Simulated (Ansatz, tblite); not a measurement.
Isomers of Sr₅S₅⁻ (doublet), found by a short tight-binding search and relaxed with PBE-D4/def2-SVP in Ansatz.

In the def2 sets Sr takes a core potential; there is no spin–orbit coupling. The xTB rows come from tblite.

A: At PBE-D4/def2-TZVPD, r2SCAN-D4/def2-TZVPD the highest occupied level of the charge -1 doublet lies above zero (up to 0.13 eV). By energy differences its removal costs 1.35 eV (vertical, to the charge 0 singlet, at PBE-D4/def2-TZVPD); a positive level beside a positive removal energy at the same level points to self-interaction error. B: At PBE-D4/def2-TZVPD, r2SCAN-D4/def2-TZVPD the gap within one spin of the charge -1 doublet nearly closes, so an electron or hole may be smeared out by delocalisation error.

Other spin states weren't relaxed.

A:

```xyz
10

Sr    0.716    1.611    0.811
Sr   -1.469   -1.033    0.748
Sr    2.391   -1.985    0.549
Sr   -3.112    2.600   -0.391
Sr    0.825   -0.626   -2.591
S    -2.037    1.634    1.907
S     2.814    0.392   -0.917
S    -1.148    0.974   -1.547
S     0.171   -2.815   -0.986
S     0.850   -0.751    2.418
```

B:

```xyz
10

Sr    2.303   -1.274    4.158
Sr   -1.383    1.356   -2.221
Sr    0.984   -1.031   -0.152
Sr   -1.813   -1.247   -4.919
Sr   -0.205    2.238    3.079
S    -3.072    1.062   -4.394
S    -0.354    1.429    0.440
S     1.120    0.982    5.083
S    -0.007   -1.078   -2.820
S     2.426   -2.436    1.746
```

Problem. Estimate which lies lowest at each level, and how far above it the others are (eV).

Solution. 
```json
{"level": "GFN1-xTB", "A": "0.00", "B": "2.12"}
{"level": "GFN2-xTB", "A": "0.00", "B": "0.79"}
{"level": "PBE-D4/def2-TZVPD", "A": "0.00", "B": "2.26"}
{"level": "r2SCAN-D4/def2-TZVPD", "A": "0.00", "B": "2.32"}
{"level": "PBE0-D4/def2-TZVPD", "A": "0.00", "B": "2.43"}
```
Point groups (tolerance 0.1 Å): A Cs, B not assigned. Lower isomers may exist.
